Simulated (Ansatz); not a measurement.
Computed with Ansatz on PBE0-D4/def2-TZVP structures; ΔE is electronic, products minus reactants. CBS: MP2 limit from def2 TZ/QZ plus the TZ coupled-cluster correction, frozen cores. Functionals use def2-TZVPP. B3LYP here is the variant with VWN-RPA as its local correlation; programs differ in this. For Ge outer-core shells are correlated without core-valence functions, which leaves a few kJ/mol of doubt a bond. Scalar relativity is left out up to krypton. One conformer a species, not always the lowest.

`O[SiH2][O][GeH2][OH]` → `[OH][GeH]` + `O[SiH2]O`  (germylene formation by 1,1-elimination)

CCSD(T)/CBS gives +156.9 kJ/mol.

(1) Another level gave +163.5 kJ/mol. Which?
A. B3LYP/def2-TZVPP
B. SCS-MP2/def2-TZVPP
C. B2PLYP/def2-TZVPP
D. r2SCAN-D4/def2-TZVPP

Largest T1 diagnostic among the species: 0.016.

Answers

(1) D. r2SCAN-D4 163.5, B3LYP 126.3, B2PLYP 147.9, SCS-MP2/def2-TZVPP 171.1 kJ/mol.

The D4 term adds +13.8 kJ/mol with B3LYP and +7.8 kJ/mol with PBE0; it sums over pairs of atoms, weighted by their polarisabilities, and B3LYP, whose exchange is more repulsive, gets the larger term. From PBE to PBE0 (25 % exact exchange), in def2-TZVPP and without D4, ΔE moves by +20.6 kJ/mol.
